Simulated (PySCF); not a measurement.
F₃Fe, sextet, at a GFN2-xTB geometry (such geometries of metal compounds can be far from the true shape), atoms displaced at random by about 0.03 Å a coordinate; B3LYP/6-31G, gradient by finite differences (PySCF).

Input for PySCF:
```python
from pyscf import gto, scf, dft

mol = gto.Mole()
mol.atom = '''
    Fe    0.03354385   -0.15050386   -0.33160420
    F    -1.45726551   -0.83185913    0.36945187
    F    -0.11016264    1.66909625   -0.26425953
    F     1.37946365   -0.55398746    0.90042932
'''
mol.basis = '6-31g'
mol.spin = 5
mol.verbose = 4
mol.build()

mf = dft.UKS(mol)
mf.xc = 'b3lyp'
mf.conv_tol = 1e-11
mf.kernel()
scan, done = mf.as_scanner(), []
scan.scf_summary = {}
def energy(d):
    c = mol.atom_coords()
    c[1, 1] += d
    e = scan(mol.set_geom_(c, unit='Bohr', inplace=False))
    done.append(scan.converged)
    return e
h = 1e-4
fd = (energy(h) - energy(-h)) / (2 * h)
print('dE/dx =', fd)
```

Q: Write the output that PySCF gives for this input, abridged.

A: 
```
PySCF version 2.14.0

[INPUT] verbose = 4
[INPUT] num. atoms = 4
[INPUT] num. electrons = 53
[INPUT] charge = 0
[INPUT] spin (= nelec alpha-beta = 2S) = 5
[INPUT] symmetry False subgroup None
[INPUT] Mole.unit = angstrom
[INPUT] Symbol           X                Y                Z      unit          X                Y                Z       unit  Magmom
[INPUT]  1 Fe     0.033543850000  -0.150503860000  -0.331604200000 AA    0.063388689663  -0.284411076090  -0.626641119755 Bohr   0.0
[INPUT]  2 F     -1.457265510000  -0.831859130000   0.369451870000 AA   -2.753832704675  -1.571985929919   0.698162850508 Bohr   0.0
[INPUT]  3 F     -0.110162640000   1.669096250000  -0.264259530000 AA   -0.208177218759   3.154134788039  -0.499378137506 Bohr   0.0
[INPUT]  4 F      1.379463650000  -0.553987460000   0.900429320000 AA    2.606808497293  -1.046884575843   1.701564809328 Bohr   0.0

nuclear repulsion = 247.713038662656
number of shells = 26
number of NR pGTOs = 156
number of NR cGTOs = 54
basis = 6-31g
ecp = {}

******** <class 'pyscf.dft.uks.UKS'> ********
method = UKS
initial guess = minao
damping factor = 0
level_shift factor = 0
DIIS = <class 'pyscf.scf.diis.CDIIS'>
diis_start_cycle = 1
diis_space = 8
diis_damp = 0
SCF conv_tol = 1e-11
SCF conv_tol_grad = None
SCF max_cycles = 50
direct_scf = True
direct_scf_tol = 1e-13
number electrons alpha = 29  beta = 24
XC library pyscf.dft.libxc version 7.1.2
    S. Lehtola, C. Steigemann, M. J. T. Oliveira, and M. A. L. Marques,  SoftwareX 7, 1–5 (2018)
XC functionals = b3lyp
    P. J. Stephens, F. J. Devlin, C. F. Chabalowski, and M. J. Frisch,  J. Phys. Chem. 98, 11623 (1994)
radial grids:
    Treutler-Ahlrichs [JCP 102, 346 (1995); DOI:10.1063/1.469408] (M4) radial grids

becke partition: Becke, JCP 88, 2547 (1988); DOI:10.1063/1.454033
pruning grids: <function nwchem_prune>
grids dens level: 3
symmetrized grids: False
atomic radii adjust function: <function treutler_atomic_radii_adjust>
small_rho_cutoff = 0
Set gradient conv threshold to 3.16228e-06
tot grids = 63696
init E= -1561.79865005056

cycle= 1 E= -1550.56873549593  delta_E= 11.2  |g|= 3.27  |ddm|=  8.4

cycle= 2 E= -1502.83125457276  delta_E= 47.7  |g|= 9.04  |ddm|= 10.2

cycle= 3 E= -1547.30371851858  delta_E= -44.5  |g|= 5.75  |ddm|= 6.69
cycle= 4 E= -1550.7383999463  delta_E= -3.43  |g|= 5.36  |ddm|= 1.09

cycle= 5 E= -1549.24082896571  delta_E=  1.5  |g|= 5.48  |ddm|= 1.74
cycle= 6 E= -1552.10211106066  delta_E= -2.86  |g|= 5.03  |ddm|= 1.42
cycle= 7 E= -1552.6605821504  delta_E= -0.558  |g|= 4.92  |ddm|= 0.393
cycle= 8 E= -1552.66611082965  delta_E= -0.00553  |g|= 4.92  |ddm|= 0.692
cycle= 9 E= -1552.92410806004  delta_E= -0.258  |g|= 4.87  |ddm|= 0.705

cycle= 10 E= -1515.94836615768  delta_E=   37  |g|= 8.27  |ddm|= 8.13
cycle= 11 E= -1562.92940506286  delta_E=  -47  |g|= 0.624  |ddm|= 7.69
cycle= 12 E= -1562.78978997832  delta_E= 0.14  |g|= 0.963  |ddm|= 0.856
cycle= 13 E= -1562.98484739367  delta_E= -0.195  |g|= 0.615  |ddm|= 0.251
cycle= 14 E= -1563.11453764045  delta_E= -0.13  |g|= 0.241  |ddm|= 0.456
cycle= 15 E= -1563.1319358384  delta_E= -0.0174  |g|= 0.077  |ddm|= 0.159
cycle= 16 E= -1563.13284741501  delta_E= -0.000912  |g|= 0.0537  |ddm|= 0.0519
cycle= 17 E= -1563.1339666372  delta_E= -0.00112  |g|= 0.0139  |ddm|= 0.0315
cycle= 18 E= -1563.13404343277  delta_E= -7.68e-05  |g|= 0.00519  |ddm|= 0.0104
cycle= 19 E= -1563.13406326414  delta_E= -1.98e-05  |g|= 0.00183  |ddm|= 0.00862
cycle= 20 E= -1563.13406492213  delta_E= -1.66e-06  |g|= 0.000456  |ddm|= 0.00189
cycle= 21 E= -1563.13406506363  delta_E= -1.41e-07  |g|= 3.54e-05  |ddm|= 0.000696
cycle= 22 E= -1563.13406506632  delta_E= -2.69e-09  |g|= 9.04e-06  |ddm|= 0.000105
cycle= 23 E= -1563.13406506656  delta_E= -2.39e-10  |g|= 4.62e-06  |ddm|= 3.25e-05
cycle= 24 E= -1563.13406506659  delta_E= -3.18e-11  |g|= 7.77e-07  |ddm|= 1.14e-05
cycle= 25 E= -1563.13406506659  delta_E= -1.36e-12  |g|= 3.52e-07  |ddm|= 2.11e-06
Extra cycle  E= -1563.1340650666  delta_E= -2.96e-12  |g|= 4.97e-07  |ddm|= 8.21e-07
converged SCF energy = -1563.1340650666  <S^2> = 8.7557282  2S+1 = 6.0019091
Create scanner for <class 'pyscf.dft.uks.UKS'>

WARN: Mole.unit (angstrom) is changed to Bohr

New geometry
   1 Fe     0.033543850000  -0.150503860000  -0.331604200000 AA    0.063388689663  -0.284411076090  -0.626641119755 Bohr
   2 F     -1.457265510000  -0.831806212279   0.369451870000 AA   -2.753832704675  -1.571885929919   0.698162850508 Bohr
   3 F     -0.110162640000   1.669096250000  -0.264259530000 AA   -0.208177218759   3.154134788039  -0.499378137506 Bohr
   4 F      1.379463650000  -0.553987460000   0.900429320000 AA    2.606808497293  -1.046884575843   1.701564809328 Bohr

******** <class 'pyscf.scf.hf.UKS_Scanner'> ********
method = UKS_Scanner
initial guess = minao
damping factor = 0
level_shift factor = 0
DIIS = <class 'pyscf.scf.diis.CDIIS'>
diis_start_cycle = 1
diis_space = 8
diis_damp = 0
SCF conv_tol = 1e-11
SCF conv_tol_grad = None
SCF max_cycles = 50
direct_scf = True
direct_scf_tol = 1e-13
number electrons alpha = 29  beta = 24
XC library pyscf.dft.libxc version 7.1.2
    S. Lehtola, C. Steigemann, M. J. T. Oliveira, and M. A. L. Marques,  SoftwareX 7, 1–5 (2018)
XC functionals = b3lyp
    P. J. Stephens, F. J. Devlin, C. F. Chabalowski, and M. J. Frisch,  J. Phys. Chem. 98, 11623 (1994)
radial grids:
    Treutler-Ahlrichs [JCP 102, 346 (1995); DOI:10.1063/1.469408] (M4) radial grids

becke partition: Becke, JCP 88, 2547 (1988); DOI:10.1063/1.454033
pruning grids: <function nwchem_prune>
grids dens level: 3
symmetrized grids: False
atomic radii adjust function: <function treutler_atomic_radii_adjust>
small_rho_cutoff = 0
Set gradient conv threshold to 3.16228e-06
tot grids = 63696
init E= -1563.13406910057
cycle= 1 E= -1563.13406497242  delta_E= 4.13e-06  |g|= 5.17e-06  |ddm|= 3.39e-05
cycle= 2 E= -1563.13406497239  delta_E= 2.91e-11  |g|= 1.18e-05  |ddm|= 1.26e-05
cycle= 3 E= -1563.13406497245  delta_E= -5.59e-11  |g|= 6.39e-07  |ddm|= 7.33e-06
cycle= 4 E= -1563.13406497244  delta_E= 7.73e-12  |g|= 1.27e-06  |ddm|= 1.45e-06
Extra cycle  E= -1563.13406497244  delta_E= 5.91e-12  |g|= 4.71e-06  |ddm|= 3.2e-06
converged SCF energy = -1563.13406497244  <S^2> = 8.7557283  2S+1 = 6.0019091

WARN: Mole.unit (angstrom) is changed to Bohr

New geometry
   1 Fe     0.033543850000  -0.150503860000  -0.331604200000 AA    0.063388689663  -0.284411076090  -0.626641119755 Bohr
   2 F     -1.457265510000  -0.831912047721   0.369451870000 AA   -2.753832704675  -1.572085929919   0.698162850508 Bohr
   3 F     -0.110162640000   1.669096250000  -0.264259530000 AA   -0.208177218759   3.154134788039  -0.499378137506 Bohr
   4 F      1.379463650000  -0.553987460000   0.900429320000 AA    2.606808497293  -1.046884575843   1.701564809328 Bohr

******** <class 'pyscf.scf.hf.UKS_Scanner'> ********
method = UKS_Scanner
initial guess = minao
damping factor = 0
level_shift factor = 0
DIIS = <class 'pyscf.scf.diis.CDIIS'>
diis_start_cycle = 1
diis_space = 8
diis_damp = 0
SCF conv_tol = 1e-11
SCF conv_tol_grad = None
SCF max_cycles = 50
direct_scf = True
direct_scf_tol = 1e-13
number electrons alpha = 29  beta = 24
XC library pyscf.dft.libxc version 7.1.2
    S. Lehtola, C. Steigemann, M. J. T. Oliveira, and M. A. L. Marques,  SoftwareX 7, 1–5 (2018)
XC functionals = b3lyp
    P. J. Stephens, F. J. Devlin, C. F. Chabalowski, and M. J. Frisch,  J. Phys. Chem. 98, 11623 (1994)
radial grids:
    Treutler-Ahlrichs [JCP 102, 346 (1995); DOI:10.1063/1.469408] (M4) radial grids

becke partition: Becke, JCP 88, 2547 (1988); DOI:10.1063/1.454033
pruning grids: <function nwchem_prune>
grids dens level: 3
symmetrized grids: False
atomic radii adjust function: <function treutler_atomic_radii_adjust>
small_rho_cutoff = 0
Set gradient conv threshold to 3.16228e-06
tot grids = 63696
init E= -1563.13405690376
cycle= 1 E= -1563.13406516006  delta_E= -8.26e-06  |g|= 2e-05  |ddm|= 6.8e-05
cycle= 2 E= -1563.13406515847  delta_E= 1.59e-09  |g|= 7.05e-05  |ddm|= 4.9e-05
cycle= 3 E= -1563.13406516021  delta_E= -1.75e-09  |g|= 6.49e-06  |ddm|= 3.92e-05
cycle= 4 E= -1563.13406516024  delta_E= -2.43e-11  |g|= 2.37e-06  |ddm|= 5.09e-06
cycle= 5 E= -1563.13406516023  delta_E= 4.55e-12  |g|= 5.55e-07  |ddm|= 1.99e-06
Extra cycle  E= -1563.13406516024  delta_E= -1.82e-12  |g|= 6.43e-07  |ddm|= 8.89e-07
converged SCF energy = -1563.13406516024  <S^2> = 8.7557282  2S+1 = 6.0019091
dE/dx = 0.000938998709898442
```
